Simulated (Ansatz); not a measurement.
## Molecular dynamics of C₃H₁₀Si

input.yaml

```yaml
crystal:
  periodic: [false, false, false]
  atoms:
    - { symbol: Si, position_ang: [0.037136, 0.012619, 0.02152] }
    - { symbol: H, position_ang: [-0.187335, -0.007026, 1.532256] }
    - { symbol: C, position_ang: [1.872765, 0.116707, -0.598342] }
    - { symbol: H, position_ang: [2.478532, -0.7388, -0.229032] }
    - { symbol: H, position_ang: [1.895716, -0.124852, -1.725498] }
    - { symbol: H, position_ang: [2.524158, 1.004033, -0.496666] }
    - { symbol: C, position_ang: [-0.832769, 1.589593, -0.421074] }
    - { symbol: H, position_ang: [-1.75675, 1.553277, 0.182398] }
    - { symbol: H, position_ang: [-0.323566, 2.624971, -0.034112] }
    - { symbol: H, position_ang: [-1.072412, 1.592276, -1.487073] }
    - { symbol: C, position_ang: [-0.768672, -1.517145, -0.837923] }
    - { symbol: H, position_ang: [-1.881664, -1.524361, -0.553035] }
    - { symbol: H, position_ang: [-0.61541, -1.41717, -1.926312] }
    - { symbol: H, position_ang: [-0.414312, -2.512055, -0.486465] }
basis:
  gaussian: { orbitals: def2-SVP }
hamiltonian:
  xc: pbe0
  dispersion: d4
md:
  timestep: 0.25
  n_steps: 100
  ensemble: nve
  temperature: 400.0
  initial_velocities: maxwell_boltzmann
  seed: 17898
```

Launched with:

```bash
$ ansatz run input.yaml --threads 2 --pin off --max-ram 3072MiB --backend cpu --events-out ev --progress --plain --runs-dir out
```

It goes on from the last frame of an earlier run, with new velocities.

Output, in part (one step line in 4, the closing report, with atoms numbered from 0):

```
md step     0: t =     0.00 fs  T =   400.0 K  F+E_penalty+E_count = -11140.05987178 eV  E_kin = 0.620448 eV  conserved = -11139.43942378 eV  (23 SCF iters)
md step     4: t =     1.00 fs  T =   402.9 K  F+E_penalty+E_count = -11140.06430770 eV  E_kin = 0.624987 eV  conserved = -11139.43932035 eV  (21 SCF iters)
md step     8: t =     2.00 fs  T =   438.5 K  F+E_penalty+E_count = -11140.11959907 eV  E_kin = 0.680155 eV  conserved = -11139.43944369 eV  (21 SCF iters)
md step    12: t =     3.00 fs  T =   485.6 K  F+E_penalty+E_count = -11140.19306071 eV  E_kin = 0.753208 eV  conserved = -11139.43985290 eV  (23 SCF iters)
md step    16: t =     4.00 fs  T =   489.4 K  F+E_penalty+E_count = -11140.19920767 eV  E_kin = 0.759162 eV  conserved = -11139.44004614 eV  (24 SCF iters)
md step    20: t =     5.00 fs  T =   437.1 K  F+E_penalty+E_count = -11140.11753704 eV  E_kin = 0.678069 eV  conserved = -11139.43946821 eV  (24 SCF iters)
md step    24: t =     6.00 fs  T =   412.1 K  F+E_penalty+E_count = -11140.07850158 eV  E_kin = 0.639225 eV  conserved = -11139.43927683 eV  (24 SCF iters)
md step    28: t =     7.00 fs  T =   439.7 K  F+E_penalty+E_count = -11140.12198689 eV  E_kin = 0.682027 eV  conserved = -11139.43995986 eV  (24 SCF iters)
md step    32: t =     8.00 fs  T =   436.4 K  F+E_penalty+E_count = -11140.11681404 eV  E_kin = 0.676950 eV  conserved = -11139.43986437 eV  (24 SCF iters)
md step    36: t =     9.00 fs  T =   400.9 K  F+E_penalty+E_count = -11140.06136148 eV  E_kin = 0.621865 eV  conserved = -11139.43949651 eV  (24 SCF iters)
md step    40: t =    10.00 fs  T =   375.9 K  F+E_penalty+E_count = -11140.02252640 eV  E_kin = 0.583006 eV  conserved = -11139.43952008 eV  (24 SCF iters)
md step    44: t =    11.00 fs  T =   361.3 K  F+E_penalty+E_count = -11139.99995692 eV  E_kin = 0.560490 eV  conserved = -11139.43946708 eV  (25 SCF iters)
md step    48: t =    12.00 fs  T =   361.5 K  F+E_penalty+E_count = -11140.00004758 eV  E_kin = 0.560688 eV  conserved = -11139.43935916 eV  (22 SCF iters)
md step    52: t =    13.00 fs  T =   387.2 K  F+E_penalty+E_count = -11140.04010181 eV  E_kin = 0.600621 eV  conserved = -11139.43948098 eV  (21 SCF iters)
md step    56: t =    14.00 fs  T =   420.3 K  F+E_penalty+E_count = -11140.09176575 eV  E_kin = 0.651990 eV  conserved = -11139.43977600 eV  (24 SCF iters)
md step    60: t =    15.00 fs  T =   424.5 K  F+E_penalty+E_count = -11140.09821158 eV  E_kin = 0.658438 eV  conserved = -11139.43977321 eV  (24 SCF iters)
md step    64: t =    16.00 fs  T =   408.6 K  F+E_penalty+E_count = -11140.07322789 eV  E_kin = 0.633844 eV  conserved = -11139.43938410 eV  (24 SCF iters)
md step    68: t =    17.00 fs  T =   424.3 K  F+E_penalty+E_count = -11140.09777035 eV  E_kin = 0.658194 eV  conserved = -11139.43957654 eV  (24 SCF iters)
md step    72: t =    18.00 fs  T =   448.4 K  F+E_penalty+E_count = -11140.13559539 eV  E_kin = 0.695582 eV  conserved = -11139.44001366 eV  (23 SCF iters)
md step    76: t =    19.00 fs  T =   428.4 K  F+E_penalty+E_count = -11140.10415516 eV  E_kin = 0.664486 eV  conserved = -11139.43966934 eV  (24 SCF iters)
md step    80: t =    20.00 fs  T =   401.2 K  F+E_penalty+E_count = -11140.06183376 eV  E_kin = 0.622377 eV  conserved = -11139.43945704 eV  (24 SCF iters)
md step    84: t =    21.00 fs  T =   394.9 K  F+E_penalty+E_count = -11140.05214857 eV  E_kin = 0.612539 eV  conserved = -11139.43960961 eV  (24 SCF iters)
md step    88: t =    22.00 fs  T =   390.6 K  F+E_penalty+E_count = -11140.04539155 eV  E_kin = 0.605861 eV  conserved = -11139.43953098 eV  (24 SCF iters)
md step    92: t =    23.00 fs  T =   393.1 K  F+E_penalty+E_count = -11140.04921274 eV  E_kin = 0.609808 eV  conserved = -11139.43940432 eV  (23 SCF iters)
md step    96: t =    24.00 fs  T =   415.8 K  F+E_penalty+E_count = -11140.08444103 eV  E_kin = 0.644901 eV  conserved = -11139.43954031 eV  (23 SCF iters)
md step   100: t =    25.00 fs  T =   438.7 K  F+E_penalty+E_count = -11140.12037296 eV  E_kin = 0.680547 eV  conserved = -11139.43982591 eV  (24 SCF iters)
Total energy: -11140.12040189 eV, -409.3918737245 hartree
Atom 0 at     0.081426     0.024069    -0.028439 Å, force    -0.736694     0.314029    -0.524166 eV/Å
Atom 1 at     0.221003    -0.098503     1.447500 Å, force    -0.263112    -0.154539     0.260254 eV/Å
Atom 2 at     1.831806    -0.020076    -0.590928 Å, force     1.475243     1.023845    -0.670435 eV/Å
Atom 3 at     2.417929    -0.616687     0.108586 Å, force     0.060135    -0.455249     0.251846 eV/Å
Atom 4 at     2.183833    -0.303009    -1.619467 Å, force    -0.741859     0.183574     0.561328 eV/Å
Atom 5 at     2.212018     0.999227    -0.399529 Å, force     0.243980     0.097462    -0.178914 eV/Å
Atom 6 at    -0.942542     1.590457    -0.378725 Å, force    -0.387701     0.897557    -1.479798 eV/Å
Atom 7 at    -1.979648     1.644046     0.089859 Å, force     0.946666    -0.550112    -0.659470 eV/Å
Atom 8 at    -0.448474     2.475902     0.073524 Å, force     0.116837    -0.099993    -0.313538 eV/Å
Atom 9 at    -1.023876     1.782291    -1.555853 Å, force     0.037804    -0.339844     2.402278 eV/Å
Atom 10 at    -0.744440    -1.419602    -0.826458 Å, force     0.432359    -0.661890     0.640571 eV/Å
Atom 11 at    -1.731853    -1.482668    -0.410234 Å, force    -1.279636    -0.074520    -0.282201 eV/Å
Atom 12 at    -0.671063    -1.522148    -1.918820 Å, force    -0.252256     0.268683     0.097095 eV/Å
Atom 13 at    -0.259582    -2.289892    -0.376703 Å, force     0.348233    -0.449003    -0.104851 eV/Å
Dipole moment:     0.028517     0.018589    -0.063890 e Å
```

All steps were run. The conserved energy stayed within 0.046 meV per atom of its start (net change -0.029 meV per atom), so the integration is sound. A run of 0.025 ps of so small a system gives no equilibrium averages.

The same pairs are bonded in the first frame and the last. Pairs count as bonded within 1.25 times the sum of covalent radii (0.12 Å more for H–H).

Last frame:

```xyz
14
Properties=species:S:1:pos:R:3
Si 0.081 0.024 -0.028
H 0.221 -0.099 1.448
C 1.832 -0.020 -0.591
H 2.418 -0.617 0.109
H 2.184 -0.303 -1.619
H 2.212 0.999 -0.400
C -0.943 1.591 -0.379
H -1.980 1.644 0.090
H -0.449 2.476 0.073
H -1.024 1.782 -1.556
C -0.744 -1.420 -0.827
H -1.732 -1.483 -0.410
H -0.671 -1.522 -1.919
H -0.260 -2.290 -0.377
```

The run took 4.9 min on 2 threads of Intel(R) Xeon(R) Platinum 8259CL CPU @ 2.50GHz (Skylake/Cascade Lake), with other jobs on the host, peak memory 0.26 GiB.
